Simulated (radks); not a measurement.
Spin polarisation of the 4p4 shell in Rb3+. Start: [Ar] 3d10 4s2 4p(up 2, down 2); electrons of 4p are moved from spin down to spin up, other shells keep equal spins. All-electron calculation, non-relativistic Kohn-Sham, BLYP, spin-polarised, spherical densities, point nucleus. Program: a radial shooting solver on a logarithmic mesh with Libxc functionals.

moment (Bohr magnetons)  E - E(0) (eV)  e(4p up) (eV)  e(4p down) (eV)  4s down minus up (eV)
0                                0.000        -46.471          -46.471                 0.000
0.5                             -0.066        -46.726          -46.197                  0.540
1                               -0.264        -46.961          -45.908                  1.076
1.5                             -0.592        -47.174          -45.607                  1.602
2                               -1.046        -47.364          -45.297                  2.116

At moment 2 the spin-polarisation energy is -1.046 eV and the 4p exchange splitting 2.066 eV, that is 1.033 eV per Bohr magneton; E = -I m^2/4 would give I = 1.046 eV.
